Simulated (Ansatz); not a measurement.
A nudged elastic band was laid between two geometries of CH₅Ga (7 atoms, charge 0, multiplicity 1).

The calculation used RKS CAM-B3LYP/def2-SVP in Ansatz 0.2.0.

```json
{
  "movable images": "9",
  "climbing image": "yes",
  "spring": "5.0 eV/Å²",
  "optimiser": "quadratic models (default)",
  "start path": "through a guess of the saddle point",
  "force threshold": "0.05 eV/Å",
  "iteration limit": "60",
  "end points": "relaxed"
}
```

Image 0:

```xyz
7
Properties=species:S:1:pos:R:3
Ga 0.565 0.040 0.000
C 1.094 -0.038 1.891
H 0.245 -0.199 2.569
H 1.824 -0.849 2.044
H 1.600 0.897 2.178
H 1.663 0.266 -1.101
H -0.932 -0.117 -0.444
```

Image 10:

```xyz
7
Properties=species:S:1:pos:R:3
Ga -0.489 0.545 -1.189
C 1.614 -0.062 1.687
H 0.562 -0.332 1.519
H 2.060 -0.785 2.383
H 1.671 0.945 2.121
H 2.172 -0.083 0.741
H -1.532 -0.228 -0.124
```

(1) What changes between the two ends?

(2) Give the energies along the band, and the barrier.

(3) What is the geometry of the highest image?

Results:

(1) Bonds broken: Ga1–C2, Ga1–H6. Bonds formed: C2–H6. CH5Ga becomes CH4 + GaH.

(2) It converged. The highest image is number 5 of 0 to 10, 2.93 eV above the first end and 2.48 eV above the last; the last end lies 0.45 eV above the first. Neighbouring images differ by up to 1.8 eV, so the band resolves the path poorly. A vibrational analysis at the climbing image gives one clearly imaginary mode, 1319i cm⁻¹: a first-order saddle point. The orbitals stay closed-shell, which can raise the energy where a bond breaks towards radicals; this wasn't checked here.

```json
{"image": "0", "path coordinate (Å)": "0.00", "energy (eV)": "0.00", "Ga1–C2 (Å)": "1.96", "Ga1–H6 (Å)": "1.57", "C2–H6 (Å)": "3.06"}
{"image": "1", "path coordinate (Å)": "0.55", "energy (eV)": "0.00", "Ga1–C2 (Å)": "1.96", "Ga1–H6 (Å)": "1.57", "C2–H6 (Å)": "3.07"}
{"image": "2", "path coordinate (Å)": "1.10", "energy (eV)": "0.00", "Ga1–C2 (Å)": "1.96", "Ga1–H6 (Å)": "1.57", "C2–H6 (Å)": "3.09"}
{"image": "3", "path coordinate (Å)": "1.66", "energy (eV)": "0.28", "Ga1–C2 (Å)": "1.94", "Ga1–H6 (Å)": "1.55", "C2–H6 (Å)": "2.72"}
{"image": "4", "path coordinate (Å)": "2.21", "energy (eV)": "1.54", "Ga1–C2 (Å)": "2.01", "Ga1–H6 (Å)": "1.50", "C2–H6 (Å)": "2.23"}
{"image": "5", "path coordinate (Å)": "2.76", "energy (eV)": "2.93", "Ga1–C2 (Å)": "2.30", "Ga1–H6 (Å)": "1.54", "C2–H6 (Å)": "1.76"}
{"image": "6", "path coordinate (Å)": "3.36", "energy (eV)": "1.18", "Ga1–C2 (Å)": "2.58", "Ga1–H6 (Å)": "1.85", "C2–H6 (Å)": "1.21"}
{"image": "7", "path coordinate (Å)": "3.96", "energy (eV)": "0.49", "Ga1–C2 (Å)": "3.19", "Ga1–H6 (Å)": "2.44", "C2–H6 (Å)": "1.10"}
{"image": "8", "path coordinate (Å)": "4.56", "energy (eV)": "0.46", "Ga1–C2 (Å)": "3.59", "Ga1–H6 (Å)": "2.97", "C2–H6 (Å)": "1.10"}
{"image": "9", "path coordinate (Å)": "5.16", "energy (eV)": "0.45", "Ga1–C2 (Å)": "3.60", "Ga1–H6 (Å)": "3.19", "C2–H6 (Å)": "1.10"}
{"image": "10", "path coordinate (Å)": "5.76", "energy (eV)": "0.45", "Ga1–C2 (Å)": "3.61", "Ga1–H6 (Å)": "3.35", "C2–H6 (Å)": "1.10"}
```

(3) 
```xyz
7
Properties=species:S:1:pos:R:3
Ga 0.396 -0.063 -0.512
C 1.180 -0.018 1.652
H 0.445 -0.636 2.189
H 2.195 -0.345 1.914
H 1.059 1.043 1.919
H 1.768 -0.478 0.057
H -0.984 0.498 -0.081
```

The run took 2.6 min on 2 threads of Arm Neoverse V2, with other jobs on the host, peak memory 0.17 GiB.
